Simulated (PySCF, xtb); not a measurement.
fluoro(fluorosilyloxy)silane (F2H4OSi2), SMILES F[SiH2]O[SiH2]F. Atoms are numbered in the order given.

```xyz
9

Si    -1.5421     0.3402    -0.3062
F     -1.9170    -0.5924     0.9630
O      0.0000     0.0000    -0.7705
Si     1.5421    -0.3402    -0.3062
F      1.9170     0.5924     0.9630
H     -1.6495     1.7547     0.1249
H     -2.4506    -0.0074    -1.4233
H      2.4506     0.0074    -1.4233
H      1.6495    -1.7547     0.1249
```
Charge 0, spin multiplicity 1.

Geometry optimised at PBE0-D3(BJ)/def2-SVP. Other conformers were not sampled.

The numbers are results of C-PCM-PBE0/def2-SVP run with PySCF, not measurements.

The values are the electrostatic part of the solvation free energy, E(continuum) − E(gas) at the gas-phase geometry, in a cavity of scaled van der Waals radii (PySCF's table); cavitation and dispersion terms are not included. In vacuum the orbital gap is 10.07 eV. The dipole moment in vacuum is 1.63 D.

Computed values in water (ε = 78.36), N,N-dimethylformamide (ε = 37.22), n-hexane (ε = 1.88):
```json
[
 {"solvent": "water", "ε": "78.36", "ΔG(elec) (kcal/mol)": "-2.4", "dipole (D)": "1.91", "gap (eV)": "10.08"},
 {"solvent": "N,N-dimethylformamide", "ε": "37.22", "ΔG(elec) (kcal/mol)": "-2.3", "dipole (D)": "1.90", "gap (eV)": "10.08"},
 {"solvent": "n-hexane", "ε": "1.88", "ΔG(elec) (kcal/mol)": "-1.1", "dipole (D)": "1.75", "gap (eV)": "10.08"}
]
```

For comparison, GFN2-xTB/ALPB(water) (xtb, at the GFN2-xTB geometry, all terms of that model) gives 1.7 kcal/mol.
